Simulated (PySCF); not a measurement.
Compound: C6H9BOSi.
Numbering: `[SiH3:1][O:2][B:3]1[CH:4]=[CH:5][CH:6]=[CH:7][CH:8]=[CH:9]1`

Structure used (PBE0-D3(BJ)/def2-SVP), in Å, numbered top down from 1:
```
atom  x, y, z in Å
Si1    3.1274   -0.3213   -0.4526
O2     1.5903   -0.7280    0.0164
B3     0.2825   -0.2987   -0.0706
C4    -0.0750    0.9563   -0.8897
C5    -1.3040    1.5188   -1.0917
C6    -2.5838    1.1103   -0.6021
C7    -2.9264    0.0530    0.1965
C8    -2.1092   -0.9648    0.7805
C9    -0.7584   -1.1435    0.6876
H10    4.0059   -0.3269    0.7520
H11    3.1805    1.0339   -1.0842
H12    3.6198   -1.3322   -1.4324
H13    0.7477    1.4843   -1.3906
H14   -1.3439    2.4184   -1.7186
H15   -3.4160    1.7476   -0.9183
H16   -3.9935   -0.0321    0.4270
H17   -2.6726   -1.6901    1.3809
H18   -0.3658   -2.0114    1.2332
```

NICS is the negative of the GIAO shielding at a point without a nucleus: at the ring centre (0) and 1 Å above and below it (1); zz is the component along the ring normal. Level: GIAO PBE0/pcSseg-1 (PySCF, non-relativistic, gas phase) on the PBE0-D3(BJ)/def2-SVP geometry, one conformer.

Ring bond lengths (Å), with Mayer bond orders in brackets: B3–C4 1.541 (1.01), C4–C5 1.367 (1.71), C5–C6 1.430 (1.27), C6–C7 1.369 (1.65), C7–C8 1.430 (1.26), C8–C9 1.366 (1.70), C9–B3 1.540 (1.01).

**Question.** Give the NICS values of each ring in ppm.

**Answer.** 
```tsv
ring	type	NICS(0)	NICS(1), two faces	NICS(1)zz, two faces	rms pucker (Å)	centre to ring atoms, mean (Å)
B3–C4–C5–C6–C7–C8–C9	7-membered ring with B; formal bonds 3 double, 4 single	-2.2	-5.5 / -5.5	-13.6 / -13.6	0.00	1.65
```

**Question.** What do they say, and how far can they be read as aromaticity?

**Answer.** 
- B3–C4–C5–C6–C7–C8–C9: mean NICS(1)zz -13.6 ppm, shielded.

**Question.** What is the mean of the two in-plane components of NICS at the second NICS(1) probe listed for ring B3–C4–C5–C6–C7–C8–C9, 1 Å off the ring?

**Answer.** The isotropic value is a third of the trace: (3 × -5.5 − (-13.6))/2 = -1.5 ppm.

**Question.** How shielded are the nuclei of the rings and their hydrogens (means over atoms taken as equivalent)?

**Answer.** 
```json
{"atoms": "B3", "environment": "ring boron", "σ isotropic (ppm)": "64.1", "principal values of the symmetric part, first atom (ppm)": "32.1, 62.3, 98.0"}
{"atoms": "C4 (×2)", "environment": "unsaturated ring CH carbon", "σ isotropic (ppm)": "30.8", "principal values of the symmetric part, first atom (ppm)": "-91.6, 26.1, 170.8"}
{"atoms": "C5 (×2)", "environment": "unsaturated ring CH carbon", "σ isotropic (ppm)": "30.9", "principal values of the symmetric part, first atom (ppm)": "-96.7, 27.5, 161.0"}
{"atoms": "C6 (×2)", "environment": "unsaturated ring CH carbon", "σ isotropic (ppm)": "43.6", "principal values of the symmetric part, first atom (ppm)": "-67.0, 44.7, 155.5"}
{"atoms": "H13 (×2)", "environment": "vinylic hydrogen", "σ isotropic (ppm)": "23.74", "principal values of the symmetric part, first atom (ppm)": "20.2, 20.9, 30.1"}
{"atoms": "H14 (×2)", "environment": "vinylic hydrogen", "σ isotropic (ppm)": "23.47", "principal values of the symmetric part, first atom (ppm)": "19.8, 22.5, 28.1"}
{"atoms": "H15 (×2)", "environment": "vinylic hydrogen", "σ isotropic (ppm)": "24.14", "principal values of the symmetric part, first atom (ppm)": "20.5, 24.1, 27.9"}
```

**Question.** How do the values depend on the level or the medium?

**Answer.** 
```csv
level,"NICS(0), B3–C4–C5–C6–C7–C8–C9","mean NICS(1)zz, B3–C4–C5–C6–C7–C8–C9"
"PBE0/pcSseg-1, gas",-2.2,-13.6
"wB97X-D/pcSseg-1, gas",-2.0,-13.1
"PBE0/pcSseg-1, IEF-PCM chloroform",-2.2,-13.8
"PBE0/pcSseg-1, IEF-PCM cyclohexane",-2.2,-13.7
```

The geometry is the same throughout; the continuum's cavity takes Bondi-type radii × 1.2.

Time: 75 s; peak memory 0.92 GiB. Hardware: one thread of an Arm Neoverse N1, no GPU, on a shared host. This is the whole shielding run at PBE0/pcSseg-1, SCF included.
